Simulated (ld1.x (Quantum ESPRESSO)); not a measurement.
**Pseudopotential generation for Li: TM semilocal, revPBE, scalar-relativistic.**

- Element: Li (Z = 3)
- Generator: ld1.x (Quantum ESPRESSO) 7.5
- Type: norm-conserving Troullier–Martins (semilocal form)
- Functional: revPBE
- Relativity: scalar-relativistic
- Frozen core: [He]
- Valence charge: 1
- Reference configuration: 2s1 2p0
- Partial waves: 2p (bound, empty): rc 4.20 bohr; 2s (bound): rc 2.25 bohr
- Local potential: the s channel
- Core correction: a·sin(br)/r model core, default radius (core density twice the valence density)

* Cutoffs needed: 6 Ry and 6 Ry (the cutoffs (Ry, on a coarse ladder) from which the occupation-weighted sum of valence levels, in a spherical-Bessel basis at the reference potential, stays within 10 and 1 mRy of its value at 400 Ry)
* Ghost test: no extra level below or beside the all-electron valence levels (p, s tested); the semilocal form is local in each channel, so this says nothing of the separable form that plane-wave codes build from it (spherical-Bessel basis up to 400 Ry, 20 bohr box)
* Largest excitation error: -7.3 meV (all-electron minus pseudo) for 2s0 2p1, out of 2 test configurations
